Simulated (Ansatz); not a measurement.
`[Cl][InH][SeH]` + CH₃OH → `C[O][InH][Cl]` + H₂Se at 298.15 K and 1 bar (ligand exchange at the In–Se bond).

Gas-phase electronic energies from Ansatz, PBE0-D4/def2-TZVP geometries. CBS: MP2 limit from def2 TZ/QZ plus the TZ coupled-cluster correction, frozen cores. This one scheme is used for every species. Elements past krypton have def2 core potentials. For In, Se outer-core shells are correlated without core-valence functions, which leaves a few kJ/mol of doubt a bond. Scalar relativity is left out up to krypton. Each species was taken in one conformer, which may not be the lowest.

| species | CCSD(T)/CBS energy (Eh) | H − E (kJ/mol) | S (J/(mol·K)) |
| --- | --- | --- | --- |
| `[Cl][InH][SeH]` | -3051.57859 | 57.5 | 341.6 |
| CH₃OH | -115.61712 | 146.3 | 238.2 |
| `C[O][InH][Cl]` | -765.26650 | 147.5 | 358.1 |
| H₂Se | -2401.89790 | 45.8 | 219.1 |

H − E and S are ideal-gas, rigid-rotor, harmonic terms from PBE0-D4/def2-TZVP, for one conformer and one mirror image of each species. 1 Eh = 2625.50 kJ/mol, R = 8.31446 J/(mol·K).

Question: By hand: ΔE, ΔH, ΔS and ΔG.

Answer: ΔE = (-765.26650) + (-2401.89790) − (-3051.57859) − (-115.61712) = 0.03131 Eh = 82.2 kJ/mol. Δ(H − E) = 147.5 + 45.8 − 57.5 − 146.3 = -10.5, so ΔH = 71.7 kJ/mol. ΔS = 358.1 + 219.1 − 341.6 − 238.2 = -2.6 J/(mol·K). ΔG = 71.7 − 298.15 × (-2.6)/1000 = 72.5 kJ/mol.

Question: By hand: the equilibrium constant, and the temperature at which ΔG would vanish if ΔH and ΔS stayed fixed.

Answer: log₁₀ K = −ΔG/(RT ln 10) = -12.7. ΔH and −TΔS have one sign here, so there is no such temperature. One of them is within its doubt of zero, so this could turn.

The number of gas molecules stays the same, so ΔS is small and ΔH decides. A doubt of 5 kJ/mol in ΔE shifts log₁₀ K by 0.9 here. Other conformers and mirror images would add mixing entropy, several J/(mol·K) or more a flexible species. These are equilibria of isolated gas molecules and say nothing of rates. Largest T1 diagnostic: 0.016 (customary marks: 0.02 for closed shells, 0.045 for open ones).
